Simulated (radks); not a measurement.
Values are calculated unless marked as measured or tabulated.
Mean orbital radii <r> (bohr) of neutral potassium, [Ar] 4s1, at several levels of relativity; Dirac values are averaged over j with weights 2j + 1. Spin-unpolarised spherical Kohn-Sham, PBE, point nucleus unless stated (finite: rms radius 3.4349 fm), a radial shooting solver on a logarithmic mesh with Libxc functionals. A level marked "c x" has the speed of light scaled by that factor.

shell,non-rel.,"scalar-rel., finite nucleus",Dirac,"Dirac, finite nucleus","change of magnitude, last against first (%)"
1s,0.08155,0.08105,0.08105,0.08105,-0.62
2s,0.3900,0.3876,0.3875,0.3875,-0.64
2p,0.3514,0.3506,0.3505,0.3505,-0.24
3s,1.275,1.269,1.269,1.269,-0.50
3p,1.436,1.435,1.435,1.435,-0.06
4s,5.026,5.007,5.007,5.007,-0.38
